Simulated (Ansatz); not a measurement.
## Worked example: GaH2Br + CH3I → GaH2I + CH3Br

Gas-phase species: GaH2Br `[GaH2][Br]`, singlet; CH3I (methyl iodide) `CI`, singlet; GaH2I `[GaH2][I]`, singlet; CH3Br (bromomethane) `CBr`, singlet. The partners trade Br for I: Ga–Br and C–I bonds give way to Ga–I and C–Br.

Shapes, held fixed at every level: PBE0-D4/def2-TZVP. Programs: Ansatz 0.2.0. The zero-point and thermal change to 298 K, harmonic and unscaled (PBE0-D4/def2-TZVP), is +1.0 kJ/mol.

At CCSD(T)/def2-TZVPP; 1 Eh = 2625.50 kJ/mol:

| species | energy (Eh) |
| --- | --- |
| GaH2Br | -4497.410693 |
| CH3I | -336.975382 |
| GaH2I | -2221.839470 |
| CH3Br | -2612.542543 |

Problem. Work out ΔH(298 K) of the reaction at this level.

Solution. 
1. Products less reactants: (-2221.839470) + (-2612.542543) − [(-4497.410693) + (-336.975382)] = 0.004062 Eh = +10.7 kJ/mol.
2. With the thermal change: +10.7 + (+1.0) = +11.7 kJ/mol.

Other levels give +6.7 (HF/def2-SVP) to +10.9 kJ/mol (B2PLYP/def2-TZVPP). No measured value is set beside it here. For atoms past krypton def2 sets carry core potentials with scalar relativity. Relativity is left out for Br, Ga. Outer-core shells of Br, Ga, I are correlated, in sets that cover them unevenly.
